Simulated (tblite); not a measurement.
C5H10F2O.
Numbering: `[CH3:1][CH2:2][CH2:3][CH2:4][O:5][CH:6]([F:7])[F:8]` (hydrogens: H9, H10, H11 on C1; H12, H13 on C2; H14, H15 on C3; H16, H17 on C4; H18 on C6)

A start from a force field or distance geometry was refined with GFN2-xTB geometry optimisation, gas phase (tblite 0.8.0). Values at the start:

```tsv
coordinate	start
C1–C2	1.506 Å
C1–H9	1.100 Å
C2–C3	1.500 Å
C2–H12	1.094 Å
C3–C4	1.507 Å
C3–H14	1.124 Å
C4–O5	1.381 Å
C4–H16	1.144 Å
O5–C6	1.374 Å
C6–F7	1.386 Å
C6–F8	1.395 Å
C6–H18	1.114 Å
C1–C2–C3	107.9°
C2–C3–C4	114.1°
C3–C4–O5	114.3°
C4–O5–C6	116.3°
O5–C6–F7	110.4°
O5–C6–F8	112.7°
F7–C6–F8	109.4°
C3–C4–O5–C6	61°
C4–O5–C6–F7	-115°
```

Problem. How do these coordinates change at the GFN2-xTB level?

Solution. 
```json
{"coordinate": "C4–H16", "GFN2-xTB (Å or °)": "1.091", "change": "-0.053"}
{"coordinate": "C6–F8", "GFN2-xTB (Å or °)": "1.343", "change": "-0.052"}
{"coordinate": "C4–O5", "GFN2-xTB (Å or °)": "1.428", "change": "+0.047"}
{"coordinate": "O5–C6", "GFN2-xTB (Å or °)": "1.340", "change": "-0.034"}
{"coordinate": "C3–H14", "GFN2-xTB (Å or °)": "1.092", "change": "-0.032"}
{"coordinate": "C2–C3", "GFN2-xTB (Å or °)": "1.527", "change": "+0.027"}
{"coordinate": "C6–F7", "GFN2-xTB (Å or °)": "1.364", "change": "-0.022"}
{"coordinate": "C3–C4", "GFN2-xTB (Å or °)": "1.527", "change": "+0.020"}
{"coordinate": "C1–C2", "GFN2-xTB (Å or °)": "1.523", "change": "+0.017"}
{"coordinate": "C1–H9", "GFN2-xTB (Å or °)": "1.087", "change": "-0.013"}
{"coordinate": "C6–H18", "GFN2-xTB (Å or °)": "1.109", "change": "-0.005"}
{"coordinate": "C2–H12", "GFN2-xTB (Å or °)": "1.092", "change": "-0.002"}
{"coordinate": "F7–C6–F8", "GFN2-xTB (Å or °)": "105.2", "change": "-4.2"}
{"coordinate": "O5–C6–F8", "GFN2-xTB (Å or °)": "109.0", "change": "-3.7"}
{"coordinate": "C1–C2–C3", "GFN2-xTB (Å or °)": "111.6", "change": "+3.7"}
{"coordinate": "C2–C3–C4", "GFN2-xTB (Å or °)": "112.0", "change": "-2.1"}
{"coordinate": "O5–C6–F7", "GFN2-xTB (Å or °)": "112.5", "change": "+2.1"}
{"coordinate": "C3–C4–O5", "GFN2-xTB (Å or °)": "113.5", "change": "-0.8"}
{"coordinate": "C4–O5–C6", "GFN2-xTB (Å or °)": "116.2", "change": "-0.1"}
{"coordinate": "C4–O5–C6–F7", "GFN2-xTB (Å or °)": "-91", "change": "+24"}
{"coordinate": "C3–C4–O5–C6", "GFN2-xTB (Å or °)": "72", "change": "+11"}
```

The energy falls by 0.626 eV over 98 L-BFGS steps, the largest force on an atom goes from 2.52 to 0.009 eV/Å, and the atoms move by 0.381 Å rms after alignment. Among the bonds, C6–F8 and C4–H16 change most and about equally (-0.053 to -0.052 Å). Bonds longer at the end by more than 0.005 Å: 4 of 17; shorter: 10. Among the dihedrals that turn most is H11–C1–C2–H12, from -27° to -59°. Rotational constants go from 3767, 1046, 892.8 to 3910, 1033, 898.5 MHz.

The run took 0.88 s of wall time on one thread, Arm Neoverse N1 (aarch64), on a shared host.

Its GFN2-xTB frequencies are all real (lowest 42 cm⁻¹). The numbers are those of one conformer. 3 starts were optimised and ended at 0.00, 0.87 and 1.01 kcal/mol (GFN2-xTB); the lowest of these is shown.

All values are computed, not measured.
